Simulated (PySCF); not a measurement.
CrF4, SMILES [F][Cr]([F])([F])[F] (connectivity only; charge and spin as stated), neutral, multiplicity 3.

Geometry optimised at r2SCAN-D4/def2-SVP. The multiplicity is an assumed one; other spin states were not compared.

Calculation: PySCF with r2SCAN-D4/def2-SVP.

Frequencies are harmonic and unscaled.

Modes within 1.5 cm⁻¹ of each other (mostly degenerate sets) share a row, with their intensities summed.

### Question
Give all harmonic wavenumbers and intensities. (An estimate is asked for; the answer gives what the named calculation found.)

### Answer

```tsv
mode	ν (cm⁻¹)	IR (km/mol)	moving atoms (share of kinetic energy)
1–3	194	73.6	F 74 %, Cr 26 %
4–5	198	0.0	F 100 %
6	730	0.0	F 100 %
7–9	811	472.8	F 66 %, Cr 34 %
```
